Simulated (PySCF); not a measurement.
**PySCF run on InBr**

Input:

```python
from pyscf import gto, scf, mp

mol = gto.M(
    atom='In 0 0 0; Br 0 0 2.38',
    basis='sbkjc',
    ecp={'In': 'sbkjc', 'Br': 'sbkjc'},
    charge=0,
    spin=2,
    verbose=4,
)
mf = scf.ROHF(mol)
mf.kernel()
mp.MP2(mf, frozen=4).kernel()
mf.dip_moment()
print('orbital energies (hartree):', mf.mo_energy[..., max(0, mol.nelec[1]-3):mol.nelec[0]+3].round(4))
```

```bash
$ python input.py
```

The log (some set-up lines and the per-cycle HOMO/LUMO lines with their warnings removed):

```
PySCF version 2.14.0

[INPUT] verbose = 4
[INPUT] num. atoms = 2
[INPUT] num. electrons = 28
[INPUT] charge = 0
[INPUT] spin (= nelec alpha-beta = 2S) = 2
[INPUT] symmetry False subgroup None
[INPUT] Mole.unit = angstrom
[INPUT] Symbol           X                Y                Z      unit          X                Y                Z       unit  Magmom
[INPUT]  1 In     0.000000000000   0.000000000000   0.000000000000 AA    0.000000000000   0.000000000000   0.000000000000 Bohr   0.0
[INPUT]  2 Br     0.000000000000   0.000000000000   2.380000000000 AA    0.000000000000   0.000000000000   4.497548176465 Bohr   0.0

nuclear repulsion = 32.6844747921176
number of shells = 15
number of NR pGTOs = 77
number of NR cGTOs = 39
basis = sbkjc
ecp = {'In': 'sbkjc', 'Br': 'sbkjc'}

******** <class 'pyscf.scf.rohf.ROHF'> ********
method = ROHF
initial guess = minao
damping factor = 0
level_shift factor = 0
DIIS = <class 'pyscf.scf.diis.CDIIS'>
diis_start_cycle = 1
diis_space = 8
diis_damp = 0
SCF conv_tol = 1e-09
SCF conv_tol_grad = None
SCF max_cycles = 50
direct_scf = True
direct_scf_tol = 1e-13
num. doubly occ = 13  num. singly occ = 2
Set gradient conv threshold to 3.16228e-05
init E= -170.56561707089

cycle= 1 E= -189.02989731531  delta_E= -18.5  |g|= 7.68  |ddm|= 6.26
cycle= 2 E= -189.831681797112  delta_E= -0.802  |g|= 7.37  |ddm|= 8.11

cycle= 3 E= -199.814791494757  delta_E= -9.98  |g|= 1.33  |ddm|= 9.13
cycle= 4 E= -199.147882187687  delta_E= 0.667  |g|= 1.97  |ddm|= 7.44

cycle= 5 E= -201.307418194866  delta_E= -2.16  |g|= 0.421  |ddm|= 1.75
cycle= 6 E= -201.367771219354  delta_E= -0.0604  |g|= 0.113  |ddm|= 0.397
cycle= 7 E= -201.374925349637  delta_E= -0.00715  |g|= 0.0226  |ddm|= 0.134
cycle= 8 E= -201.375378390408  delta_E= -0.000453  |g|= 0.00511  |ddm|= 0.0446
cycle= 9 E= -201.375410130869  delta_E= -3.17e-05  |g|= 0.00106  |ddm|= 0.0174
cycle= 10 E= -201.375411507618  delta_E= -1.38e-06  |g|= 0.000273  |ddm|= 0.00312
cycle= 11 E= -201.375411604023  delta_E= -9.64e-08  |g|= 6.52e-05  |ddm|= 0.000631
cycle= 12 E= -201.375411609457  delta_E= -5.43e-09  |g|= 6.84e-06  |ddm|= 0.000217
cycle= 13 E= -201.375411609491  delta_E= -3.38e-11  |g|= 1.25e-06  |ddm|= 1.39e-05
Extra cycle  E= -201.375411609492  delta_E= -9.66e-13  |g|= 4.8e-07  |ddm|= 2.23e-06
converged SCF energy = -201.375411609492

WARN: RMP2 method does not support ROHF method. ROHF object is converted to UHF object and UMP2 method is called.

******** <class 'pyscf.mp.ump2.UMP2'> ********
nocc = (np.int64(11), np.int64(9)), nmo = (35, 35)
frozen orbitals 4
E(UMP2) = -201.504079799195  E_corr = -0.12866818970363
E(SCS-UMP2) = -201.493937003543  E_corr = -0.118525394050911
E_corr(same-spin) = -0.0413958849155143
E_corr(oppo-spin) = -0.0872723047881161
Dipole moment(X, Y, Z, Debye): -0.00000, -0.00000, -3.39021
orbital energies (hartree): [-0.4918 -0.4152 -0.4147 -0.2207 -0.0556  0.0403  0.132   0.3906]
```

In short: E(SCF) = -201.375412 Eh, 13 cycles, E(MP2) − E(SCF) = -0.12867 Eh, μz(SCF) = -3.39 D.

Wall time 1.7 s on one thread of a shared host.

At this level a ROHF run with spin=0 ends 2.43 eV lower; the true order of the states can differ. The bond length is a typed value, not an optimised one. On these ROHF orbitals the MP2 class gives a UMP2 expression without the singles term, not ROMP2. No search for the lowest solution was made.
